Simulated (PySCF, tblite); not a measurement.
Isomers of C5H10ClNSi, one GFN2-xTB conformer each. Single-point energies are computed at PBE0/pcSseg-1 (PySCF, gas phase, no added dispersion term), electronic only.

Problem. Rank them by PBE0/pcSseg-1 energy, lowest first (kJ/mol).
A. `[H]/[N:6]=[C:5](\[C:2](=[CH2:1])[SiH2:3][Cl:4])[CH2:7][CH3:8]` with C1–C2–Si3–Cl4 -4°, C1–C2–C5–N6 -118°, C2–C5–C7–C8 63°
B. `[CH2:1]=[CH:2][CH2:3][Si@H:4]([Cl:5])/[N:6]=[CH:7]\[CH3:8]` with C1–C2–C3–Si4 109°, C2–C3–Si4–Cl5 -178°, C3–Si4–N6–C7 -113°

Solution. B (0.0), A (58.8).

As drawn, the higher has an N–H bond, which the lower lacks. GFN2-xTB itself gives, in the same order: 0.0, 44.0. Both levels put the same isomer lowest.

Problem. Which frontier levels, dipoles and rotational constants go with these structures?

Solution. 
```
                   SMILES  HOMO (eV, PBE0/pcSseg-1)  LUMO (eV)  dipole (D)       A, B, C (MHz)
     C=CC[Si@H](Cl)/N=C\C                     -7.09      -0.88        3.31   1307, 1107, 658.2
[H]/N=C(/CC)C(=C)[SiH2]Cl                     -7.42      -1.09        1.17  2538, 737.8, 717.1
```

Problem. What happens when harmonic zero-point energies from GFN2-xTB frequencies are added?

Solution. 
```tsv
SMILES	ZPE (kJ/mol)	electronic (kJ/mol)	with ZPE (kJ/mol)
C=CC[Si@H](Cl)/N=C\C	359.3	0.0	0.0
[H]/N=C(/CC)C(=C)[SiH2]Cl	357.6	58.8	57.2
```

The zero-point energies span 1.7 kJ/mol. The order is unchanged.
